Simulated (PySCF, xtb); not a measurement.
GeF₄, SMILES [F][Ge]([F])([F])[F].

Harmonic wavenumbers (cm⁻¹) from GFN2-xTB (xtb) at its own minimum, in rising order: 132, 132, 185, 186, 186, 484, 583, 584, 584.

Problem. What does PBE-D3(BJ)/def2-SVP in PySCF 2.14.0 give at its own minimum? (Estimate from the structure and the level; the computed values follow.)

Solution. 187, 187, 252, 252, 252, 680, 767, 767, 767. Paired by order, the mean absolute difference is 117 cm⁻¹ and the zero-point energies are 4.4 and 5.9 kcal/mol.
